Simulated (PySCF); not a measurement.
PySCF input file for ClH8NOSi3, SMILES [SiH3]N[SiH](Cl)O[SiH3], PBE-D3(BJ)/def2-SVP. Geometry optimised at PBE-D3(BJ)/def2-SVP. The values are those of a single conformer.

```python
import numpy as np
from pyscf import gto, scf, dft, df
from pyscf.hessian import thermo

mol = gto.M(
    atom='''
    Si    0.09317525   -1.01675967    0.27035285
    Cl    0.90784348   -0.30378031    2.06416337
    N    -1.61389329   -0.80391136    0.17385987
    Si   -2.41246732    0.46805403   -0.75653706
    O     0.71345037   -0.09356162   -0.96543140
    Si    1.84478758    1.14653666   -1.14274539
    H     0.50616936   -2.44707327    0.16922112
    H    -2.21547374   -1.41244721    0.73565789
    H    -3.85495922    0.46054926   -0.33265847
    H    -2.33962219    0.23109217   -2.23966901
    H    -1.81386270    1.81645117   -0.46576087
    H     1.39776180    2.37587412   -0.40458291
    H     3.18780505    0.70826783   -0.63070006
    H     1.93155576    1.43778951   -2.61083814
    ''',
    basis='def2-SVP',
    charge=0,
    spin=0,
    max_memory=1600,
    verbose=3,
)
mf = dft.RKS(mol, xc='pbe').density_fit(auxbasis='def2-universal-jkfit')
mf.disp = 'd3bj'
mf.grids.level = 3
mf.conv_tol = 1e-11
mf.max_cycle = 100
mf.kernel()

# [left out here: the lines that compute and print the analytic Hessian (its translational invariance restored by hand, since the grid's response is missing), thermochemistry and intensities]
```

Log of the run:

```
[...]
Normal mode                   x     y     z       x     y     z       x     y     z
       0  Si                -0.07 -0.02  0.00    0.04 -0.00 -0.01    0.02  0.00  0.00
       1  Cl                 0.01 -0.00 -0.00    0.00 -0.00 -0.00   -0.00 -0.00 -0.00
       2   N                 0.04  0.08 -0.04   -0.11  0.07 -0.05   -0.04  0.01 -0.01
       3  Si                -0.01 -0.02  0.02    0.03 -0.05  0.04    0.00  0.01  0.03
       4   O                 0.00 -0.01 -0.00   -0.01 -0.01  0.01   -0.00  0.00 -0.00
       5  Si                 0.00  0.00 -0.00    0.01  0.02 -0.01    0.00 -0.00 -0.01
       6   H                 0.68  0.19  0.17    0.18  0.04  0.07   -0.01 -0.01  0.01
       7   H                 0.04  0.06 -0.07   -0.36  0.21 -0.18   -0.10  0.08 -0.01
       8   H                -0.01 -0.02 -0.01   -0.02  0.30 -0.10   -0.14 -0.52 -0.47
       9   H                 0.18 -0.16  0.05   -0.07  0.13 -0.01   -0.28  0.04 -0.00
      10   H                 0.21 -0.14  0.11   -0.24  0.10 -0.07    0.44 -0.13 -0.26
      11   H                 0.06  0.05 -0.04   -0.08 -0.12  0.15    0.05 -0.02  0.06
      12   H                 0.03  0.05 -0.02   -0.04 -0.08  0.03   -0.03  0.03  0.12
      13   H                 0.07  0.09  0.02   -0.04 -0.19 -0.04   -0.09 -0.02 -0.01
Mode                                21                  22                  23
Irrep
Freq [cm^-1]                      913.2265            916.3365            927.7241
Reduced mass [au]                   1.0512              1.0603              1.0781
Force const [Dyne/A]                0.5165              0.5245              0.5467
Char temp [K]                    1313.9297           1318.4042           1334.7885
Normal mode                   x     y     z       x     y     z       x     y     z
       0  Si                -0.01 -0.00 -0.00   -0.01 -0.00 -0.00   -0.02 -0.00 -0.00
       1  Cl                 0.00  0.00  0.00    0.00  0.00  0.00    0.00  0.00  0.00
       2   N                 0.01 -0.00  0.00    0.01 -0.01  0.01    0.04 -0.01  0.00
       3  Si                -0.00 -0.00 -0.01   -0.01  0.01 -0.01    0.03  0.01 -0.00
       4   O                 0.00  0.00  0.00    0.01  0.00 -0.00    0.00 -0.00  0.00
       5  Si                 0.01 -0.01 -0.03   -0.03  0.02 -0.02   -0.00  0.00 -0.00
       6   H                 0.01  0.00  0.02   -0.01 -0.00  0.02    0.04  0.02 -0.01
       7   H                 0.03 -0.02  0.01    0.06 -0.04  0.02    0.12 -0.04  0.06
       8   H                 0.02  0.08  0.08    0.03 -0.06  0.09   -0.11  0.19 -0.42
       9   H                 0.04 -0.02  0.00    0.10  0.02 -0.00   -0.59 -0.29  0.02
      10   H                -0.07  0.01  0.06    0.06 -0.01 -0.04   -0.26  0.03  0.40
      11   H                 0.29 -0.03  0.20    0.28 -0.23  0.56    0.05 -0.02  0.07
      12   H                -0.18  0.24  0.69    0.07  0.23 -0.02    0.01  0.03 -0.02
      13   H                -0.47  0.13 -0.02    0.38 -0.50 -0.08    0.07 -0.06 -0.01
Mode                                24                  25                  26
Irrep
Freq [cm^-1]                      952.6147            961.9196           1045.2216
Reduced mass [au]                   1.3321              1.2318              5.4978
Force const [Dyne/A]                0.7122              0.6716              3.5388
Char temp [K]                    1370.6004           1383.9881           1503.8412
Normal mode                   x     y     z       x     y     z       x     y     z
       0  Si                -0.02  0.00  0.01    0.04 -0.00  0.01    0.03  0.04 -0.04
       1  Cl                -0.00  0.00 -0.00   -0.00 -0.00 -0.00   -0.00 -0.00 -0.00
       2   N                 0.05 -0.01  0.00   -0.07  0.02 -0.01   -0.01 -0.00 -0.00
       3  Si                -0.01  0.01 -0.01   -0.00  0.02 -0.02   -0.00  0.01 -0.01
       4   O                -0.03 -0.04  0.02    0.02  0.03 -0.02   -0.11 -0.14  0.10
       5  Si                 0.05  0.05 -0.01   -0.01 -0.01  0.00    0.02  0.03 -0.01
       6   H                 0.06  0.03 -0.16   -0.12 -0.06  0.04   -0.02  0.02 -0.05
       7   H                 0.12 -0.05  0.03   -0.23  0.12 -0.07   -0.02 -0.00 -0.01
       8   H                 0.00 -0.05  0.02    0.07 -0.22  0.23    0.01 -0.06  0.05
       9   H                 0.05 -0.06  0.01    0.08 -0.54  0.08    0.02 -0.10  0.01
      10   H                 0.08 -0.04  0.04    0.14 -0.16  0.49    0.03 -0.02  0.08
      11   H                -0.41 -0.21  0.15   -0.05 -0.03  0.02    0.15  0.08 -0.03
      12   H                -0.16 -0.45  0.08   -0.02 -0.05 -0.00    0.06  0.15 -0.01
      13   H                -0.28 -0.34 -0.10   -0.04 -0.06 -0.01    0.15  0.16  0.03
Mode                                27                  28                  29
Irrep
Freq [cm^-1]                     1131.1642           2164.5275           2166.3419
Reduced mass [au]                   1.5872              1.0516              1.0203
Force const [Dyne/A]                1.1966              2.9028              2.8211
Char temp [K]                    1627.4934           3114.2731           3116.8836
Normal mode                   x     y     z       x     y     z       x     y     z
       0  Si                 0.02 -0.01  0.01   -0.00  0.00 -0.00    0.00  0.00 -0.00
       1  Cl                 0.00  0.00 -0.00    0.00  0.00  0.00   -0.00 -0.00 -0.00
       2   N                -0.13  0.07 -0.05    0.00  0.00  0.00   -0.00  0.00 -0.00
       3  Si                 0.02 -0.01  0.00   -0.00 -0.02 -0.03   -0.00  0.01 -0.01
       4   O                -0.00 -0.00 -0.00    0.00  0.00  0.00   -0.00 -0.00  0.00
       5  Si                 0.00  0.00  0.00   -0.00  0.00  0.00    0.00 -0.00 -0.00
       6   H                 0.09  0.00 -0.03    0.00 -0.01 -0.00    0.00 -0.04 -0.00
       7   H                 0.60 -0.38  0.26   -0.00 -0.01 -0.01   -0.00  0.00 -0.00
       8   H                 0.04 -0.10  0.07   -0.13 -0.01  0.03    0.40  0.00 -0.12
       9   H                -0.04 -0.01 -0.00   -0.04  0.11  0.68   -0.03  0.11  0.65
      10   H                -0.05  0.03 -0.01    0.27  0.59  0.12   -0.24 -0.54 -0.13
      11   H                -0.01  0.00 -0.01    0.04 -0.10 -0.06   -0.02  0.06  0.04
      12   H                 0.00 -0.00 -0.00   -0.01  0.01 -0.00    0.01 -0.01  0.01
      13   H                -0.01 -0.00  0.00   -0.00  0.00 -0.01    0.00  0.01 -0.03
Mode                                30                  31                  32
Irrep
Freq [cm^-1]                     2173.7332           2175.3352           2182.0172
Reduced mass [au]                   1.0285              1.0473              1.0511
Force const [Dyne/A]                2.8633              2.9200              2.9486
Char temp [K]                    3127.5181           3129.8230           3139.4370
Normal mode                   x     y     z       x     y     z       x     y     z
       0  Si                 0.00 -0.00 -0.00    0.00 -0.00 -0.00   -0.00 -0.00  0.00
       1  Cl                 0.00  0.00  0.00    0.00  0.00  0.00    0.00 -0.00 -0.00
       2   N                -0.00 -0.00  0.00    0.00 -0.00  0.00    0.00 -0.00 -0.00
       3  Si                -0.01 -0.01  0.00    0.03  0.01 -0.01    0.00  0.00  0.00
       4   O                -0.00 -0.00  0.00   -0.00 -0.00  0.00    0.00  0.00 -0.00
       5  Si                -0.02 -0.01 -0.01   -0.00 -0.01 -0.00   -0.02  0.03  0.01
       6   H                -0.01  0.04  0.01   -0.01  0.02  0.00   -0.00  0.02  0.00
       7   H                -0.00 -0.00 -0.00    0.00  0.00  0.00    0.00  0.00  0.00
       8   H                 0.22  0.00 -0.07   -0.81 -0.00  0.24   -0.08 -0.00  0.03
       9   H                -0.00 -0.01 -0.05    0.01  0.04  0.19    0.00  0.00  0.00
      10   H                 0.07  0.17  0.04   -0.12 -0.28 -0.07   -0.06 -0.14 -0.03
      11   H                -0.14  0.37  0.22   -0.08  0.22  0.13    0.24 -0.65 -0.40
      12   H                 0.72 -0.24  0.27    0.16 -0.05  0.06    0.46 -0.15  0.19
      13   H                 0.01  0.03 -0.16    0.00  0.01 -0.05   -0.02  0.00  0.06
Mode                                33                  34                  35
Irrep
Freq [cm^-1]                     2196.1779           2219.4942           3530.5588
Reduced mass [au]                   1.0461              1.0427              1.0755
Force const [Dyne/A]                2.9727              3.0263              7.8984
Char temp [K]                    3159.8111           3193.3580           5079.6881
Normal mode                   x     y     z       x     y     z       x     y     z
       0  Si                -0.00  0.00  0.00   -0.01  0.03  0.00    0.00 -0.00  0.00
       1  Cl                 0.00  0.00  0.00    0.00  0.00  0.00    0.00  0.00  0.00
       2   N                 0.00  0.00  0.00    0.00  0.00 -0.00   -0.04 -0.04  0.04
       3  Si                -0.00 -0.00 -0.00    0.00 -0.00  0.00   -0.00  0.00 -0.00
       4   O                 0.00  0.00 -0.00    0.00  0.00  0.00    0.00  0.00 -0.00
       5  Si                -0.00  0.00 -0.04   -0.00 -0.00  0.00   -0.00  0.00  0.00
       6   H                 0.01 -0.05 -0.00    0.27 -0.93 -0.06    0.00  0.00 -0.00
       7   H                 0.00  0.00 -0.00   -0.00  0.00 -0.00    0.57  0.57 -0.53
       8   H                 0.01 -0.00 -0.00   -0.03  0.00  0.01   -0.00  0.00 -0.00
       9   H                -0.00  0.00  0.03    0.00 -0.00 -0.03   -0.00  0.00 -0.00
      10   H                 0.00  0.01  0.00    0.00  0.01  0.00   -0.00  0.00 -0.00
      11   H                -0.05  0.11  0.05    0.00  0.00  0.00    0.00  0.00 -0.00
      12   H                 0.10 -0.04  0.02    0.04 -0.01  0.01    0.00 -0.00  0.00
      13   H                -0.05 -0.18  0.94    0.00  0.01 -0.05    0.00  0.00 -0.00
temperature 298.1500 [K]
pressure 101325.00 [Pa]
Rotational constants [GHz] 1.54886 1.13821 0.76258
Symmetry number 1
Zero-point energy (ZPE) 0.08023 [Eh]   210651.780 [J/mol]
                           tot       elec      trans        rot        vib
Entropy [J/mol/K]       447.570      0.000    171.867    124.932    150.771
Cv [J/mol/K]            151.439      0.000     12.472     12.472    126.496
Cp [J/mol/K]            159.754      0.000     20.786     12.472    126.496
Internal energy [J/mol]                      3718.434   3718.434 231764.312
Internal energy [Eh]   -1462.23610  -1462.32721
Enthalpy [J/mol]                             6197.391   3718.434 231764.312
Enthalpy [Eh]          -1462.23516
Gibbs free energy [J/mol]                  -45044.804 -33530.023 186811.840
Gibbs free energy [Eh] -1462.28599
mode   freq/cm-1   IR/(km/mol)
   1       31.15         1.341
   2       46.25         0.737
   3       66.32         0.557
   4       69.57         1.373
   5       98.47         1.313
   6      129.92         2.437
   7      182.24        16.097
   8      273.94        10.471
   9      308.15        28.509
  10      372.25        31.644
  11      501.15        60.133
  12      607.81        31.982
  13      620.66        13.460
  14      686.03        11.119
  15      690.15        24.350
  16      708.84        37.998
  17      716.59        35.147
  18      812.96       219.639
  19      840.83       301.427
  20      896.60       245.897
  21      901.99        60.489
  22      913.23        86.006
  23      916.34       124.735
  24      927.72         8.909
  25      952.61       319.122
  26      961.92        49.435
  27     1045.22       318.027
  28     1131.16       198.594
  29     2164.53        92.544
  30     2166.34        68.506
  31     2173.73       125.560
  32     2175.34        94.177
  33     2182.02       107.480
  34     2196.18       116.820
  35     2219.49       120.928
  36     3530.56        49.917
max |gradient| / (hartree/bohr): 5.100114907335255e-05
APT charges: [ 1.8883 -0.5594 -1.1202  1.255  -1.211   1.384  -0.29    0.1733 -0.2527
 -0.2603 -0.2499 -0.2548 -0.2571 -0.2452]
```

The calculation finished and met its thresholds.
